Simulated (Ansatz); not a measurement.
`F[SiH](F)[SiH2]Cl` → Cl• + `F[SiH](F)[SiH2]`• at 298.15 K and 1 bar (homolysis of the Cl–Si bond).

Isolated molecules relaxed with PBE0-D4/def2-TZVP in Ansatz; ΔE leaves out vibrations. CBS: MP2 limit from def2 TZ/QZ plus the TZ coupled-cluster correction, frozen cores. This one scheme is used for every species, atoms too. No spin–orbit coupling; open shells (•) take unrestricted orbitals. Spin–orbit coupling would lower the free atoms: a little for Cl. Each species was taken in one conformer, which may not be the lowest.

```json
{"species": "`F[SiH](F)[SiH2]Cl`", "CCSD(T)/CBS energy (Eh)": "-1239.50061", "H − E (kJ/mol)": "110.5", "S (J/(mol·K))": "367.1"}
{"species": "Cl•", "CCSD(T)/CBS energy (Eh)": "-459.70966", "H − E (kJ/mol)": "6.2", "S (J/(mol·K))": "168.3"}
{"species": "`F[SiH](F)[SiH2]`•", "CCSD(T)/CBS energy (Eh)": "-779.61958", "H − E (kJ/mol)": "98.0", "S (J/(mol·K))": "335.8"}
```

H − E and S are ideal-gas, rigid-rotor, harmonic terms from PBE0-D4/def2-TZVP, for one conformer and one mirror image of each species, with the whole ground term of open shells counted as degenerate. 1 Eh = 2625.50 kJ/mol, R = 8.31446 J/(mol·K).

**Question.** By hand: ΔE, ΔH, ΔS and ΔG.

**Answer.** ΔE = (-459.70966) + (-779.61958) − (-1239.50061) = 0.17137 Eh = 449.9 kJ/mol. Δ(H − E) = 6.2 + 98.0 − 110.5 = -6.3, so ΔH = 443.6 kJ/mol. ΔS = 168.3 + 335.8 − 367.1 = 137.0 J/(mol·K). ΔG = 443.6 − 298.15 × (137.0)/1000 = 402.8 kJ/mol.

**Question.** By hand: the equilibrium constant, and the temperature at which ΔG would vanish if ΔH and ΔS stayed fixed.

**Answer.** log₁₀ K = −ΔG/(RT ln 10) = -70.6. ΔG = 0 at ΔH/ΔS = 3238 K, far beyond where these terms or the molecules hold.

The number of gas molecules changes by +1, which sets the sign of ΔS. A doubt of 5 kJ/mol in ΔE shifts log₁₀ K by 0.9 here. Other conformers and mirror images would add mixing entropy, several J/(mol·K) or more a flexible species. Modes under 60 cm⁻¹, often nearly free rotors, make the harmonic entropy too high. These are equilibria of isolated gas molecules and say nothing of rates. Largest T1 diagnostic: 0.014 (customary marks: 0.02 for closed shells, 0.045 for open ones).
